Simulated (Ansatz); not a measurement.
Species: C$_{3}$H$_{5}$, SMILES `[CH2]C=C` (charge 0, multiplicity 2).

**Question.** Give a relaxed geometry from CAM-B3LYP-D3(BJ)/def2-TZVP (Ansatz, a quantum-chemistry and plane-wave program).

**Answer.** the end point of this relaxation (outside a Z-matrix the atoms follow the SMILES, hydrogens last).
Cartesian coordinates (Å) in one orientation:
```xyz
8

C      1.191    -0.021     0.305
C     -0.046    -0.461    -0.106
C     -1.159     0.338    -0.232
H      1.354     1.019     0.559
H      2.031    -0.694     0.387
H     -0.152    -1.514    -0.348
H     -2.107    -0.062    -0.560
H     -1.112     1.395    -0.005
```
